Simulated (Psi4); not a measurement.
Method: SAPT0/jun-cc-pVDZ, frozen core in Psi4.

Psi4 input:

```
molecule {
0 1
C -0.76264407 -0.02694409 -0.00314778
C 0.76264438 0.02694393 0.00314770
H -1.14927886 -0.43453426 0.93303066
H -1.13425203 -0.65578853 -0.81463163
H -1.19441198 0.96745449 -0.13274095
H 1.13426967 0.65524565 0.81504403
H 1.14925569 0.43516300 -0.93276646
H 1.19441719 -0.96754019 0.13206443
--
0 1
B -0.84529781 -2.28650132 -2.92930359
N -0.05417265 -3.17623530 -2.14155373
B 1.36531871 -3.06666598 -2.03644211
N 1.99058501 -2.00945423 -2.76405852
B 1.26107795 -1.08481490 -3.57082871
N -0.15540640 -1.25210445 -3.63086599
H -2.03010970 -2.40227977 -2.99827061
H -0.51814194 -3.91395909 -1.63746464
H 2.00059469 -3.82475782 -1.37035600
H 2.99093209 -1.91188999 -2.70593762
H 1.81064166 -0.21131130 -4.16822200
H -0.69182076 -0.61220040 -4.19333463
units angstrom
symmetry c1
no_reorient
no_com
}
set basis jun-cc-pvdz
set scf_type df
set freeze_core true
energy('sapt0')
```

Part of the output:

```
    SAPT Results
  --------------------------------------------------------------------------------------------------------
    Electrostatics                 -1.55606007 [mEh]      -0.97644244 [kcal/mol]      -4.08543516 [kJ/mol]
      Elst10,r                     -1.55606007 [mEh]      -0.97644244 [kcal/mol]      -4.08543516 [kJ/mol]

    Exchange                        6.05295372 [mEh]       3.79828580 [kcal/mol]      15.89202779 [kJ/mol]
      Exch10                        6.05295372 [mEh]       3.79828580 [kcal/mol]      15.89202779 [kJ/mol]
      Exch10(S^2)                   6.04282914 [mEh]       3.79193253 [kcal/mol]      15.86544571 [kJ/mol]

    Induction                      -0.51161772 [mEh]      -0.32104497 [kcal/mol]      -1.34325214 [kJ/mol]
      Ind20,r                      -1.18940626 [mEh]      -0.74636370 [kcal/mol]      -3.12278570 [kJ/mol]
      Exch-Ind20,r                  1.04916638 [mEh]       0.65836185 [kcal/mol]       2.75458596 [kJ/mol]
      delta HF,r (2)               -0.37137784 [mEh]      -0.23304312 [kcal/mol]      -0.97505240 [kJ/mol]

    Dispersion                     -5.21324495 [mEh]      -3.27136060 [kcal/mol]     -13.68737273 [kJ/mol]
      Disp20                       -5.76428829 [mEh]      -3.61714551 [kcal/mol]     -15.13413682 [kJ/mol]
      Exch-Disp20                   0.55104334 [mEh]       0.34578492 [kcal/mol]       1.44676409 [kJ/mol]
      Disp20 (SS)                  -2.88214414 [mEh]      -1.80857276 [kcal/mol]      -7.56706841 [kJ/mol]
      Disp20 (OS)                  -2.88214414 [mEh]      -1.80857276 [kcal/mol]      -7.56706841 [kJ/mol]
      Exch-Disp20 (SS)              0.33248035 [mEh]       0.20863457 [kcal/mol]       0.87292703 [kJ/mol]
      Exch-Disp20 (OS)              0.21856299 [mEh]       0.13715035 [kcal/mol]       0.57383706 [kJ/mol]

  Total HF                          3.98527592 [mEh]       2.50079840 [kcal/mol]      10.46334049 [kJ/mol]
  Total SAPT0                      -1.22796903 [mEh]      -0.77056220 [kcal/mol]      -3.22403224 [kJ/mol]
```
